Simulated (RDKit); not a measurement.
Job for RDKit: MMFF94 on CH3NO (a complex).

```python
from rdkit import Chem
from rdkit.Chem import AllChem, rdDetermineBonds

blocks = [
'''3

O    -0.08341499   -0.07770817   -0.10327484
H     0.70905031   -0.23245263   -0.62766798
H    -0.82821435   -0.23088250   -0.69383275
''',
'''3

C    -0.21763107   -0.26152647    2.97426169
N    -0.26656735   -0.34829634    4.11699765
H    -0.17157858   -0.18329102    1.90091227
''',
]
mol = None
for b in blocks:
    f = Chem.MolFromXYZBlock(b)
    rdDetermineBonds.DetermineBonds(f, charge=0)
    mol = f if mol is None else Chem.CombineMols(mol, f)
Chem.SanitizeMol(mol)
print(Chem.MolToSmiles(Chem.RemoveHs(mol)))
ff = AllChem.MMFFGetMoleculeForceField(mol, AllChem.MMFFGetMoleculeProperties(mol), nonBondedThresh=100.0, ignoreInterfragInteractions=False)
e = ff.CalcEnergy()
print(f'MMFF94 energy {e:.6f} kcal/mol')
```

It printed:

```
C#N.O
MMFF94 energy -0.020695 kcal/mol
```

The run finished.

Cost: roughly 0.020 core-seconds.
